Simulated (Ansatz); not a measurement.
Born–Oppenheimer molecular dynamics of B2ClFH2 (6 atoms, charge 0, multiplicity 1). It starts from a relaxed structure.

Theory: RKS B3LYP-D4/def2-SVP (Ansatz 0.2.0).

```json
{
  "ensemble": "NVT, Nosé–Hoover chain",
  "time step": "0.5 fs",
  "steps asked": "150",
  "set temperature": "300 K",
  "thermostat": "time constant 100 fs, chain length 3 (defaults)",
  "seed": "794303"
}
```

First frame:

```xyz
6
Properties=species:S:1:pos:R:3
B -0.394 0.806 -0.001
B 0.506 -0.612 0.084
F 1.731 -0.767 0.551
Cl -0.323 -2.056 -0.537
H -0.383 1.498 -0.989
H -1.137 1.132 0.892
```

**Question.** How far do the bonds stretch over the last three quarters of this one trajectory? (Pairs bonded in most of those frames.)

**Answer.** 
| bond | mean (Å) | spread (Å) | shortest | longest |
| --- | --- | --- | --- | --- |
| B1–B2 | 1.693 | 0.030 | 1.65 | 1.74 |
| B1–H5 | 1.212 | 0.024 | 1.17 | 1.25 |
| B1–H6 | 1.207 | 0.021 | 1.18 | 1.24 |
| B2–F3 | 1.322 | 0.007 | 1.31 | 1.34 |
| B2–Cl4 | 1.778 | 0.016 | 1.74 | 1.80 |

Mean temperature of the second half: 154 K. The conserved energy stayed within 0.071 meV per atom of its start (net change 0.013 meV per atom), so the integration is sound. The mean temperature of the second half is 49 % below the set value. A run of 0.075 ps of so small a system gives no equilibrium averages.

Time of the run: 8.2 min on 1 CPU thread of a shared host.
